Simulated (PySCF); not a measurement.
# From computed data to an observable: chemical shift, span and skew from a shielding tensor

C5H9N, SMILES C#CCCNC. Atoms are numbered in the order given.

```xyz
15

C      3.1071     0.4340     0.7135
C      1.9269     0.1910     0.8367
C      0.5003    -0.0980     0.9556
C     -0.2616     0.0503    -0.3693
N     -1.6595    -0.2867    -0.1911
C     -2.4362    -0.2548    -1.4148
H      4.1541     0.6468     0.6110
H      0.0559     0.5767     1.7106
H      0.3483    -1.1232     1.3334
H     -0.0955     1.0748    -0.7732
H      0.1736    -0.6418    -1.1106
H     -2.0773     0.3339     0.5017
H     -2.3961     0.7140    -1.9620
H     -2.0735    -1.0323    -2.1081
H     -3.4923    -0.4768    -1.1962
```

Geometry optimised at B3LYP-D3(BJ)/def2-SVP. One conformer was computed; it need not be the lowest.

GIAO shieldings from PBE0/pcSseg-1 (PySCF), non-relativistic, no solvent. The symmetric part of the tensor of C3 has the principal values 142.1, 161.4, 179.8 ppm. The same nucleus in TMS has σ = 186.3 ppm at this level (PySCF, at its B3LYP-D3(BJ)/def2-TZVP geometry).

Q: Work out the isotropic shielding, the ¹³C shift against TMS, the span and the skew.

A: 
σ(iso) = (σ11 + σ22 + σ33)/3 = 161.1 ppm. δ = σ(ref) − σ(iso) = 186.3 − (161.1) = 25.2 ppm.
Span Ω = σ33 − σ11 = 37.7 ppm. Skew κ = 3(σ(iso) − σ22)/Ω = -0.02. Tumbling in solution averages the tensor to δ; in a static solid the shielding alone would spread this spin-1/2 line over Ω.
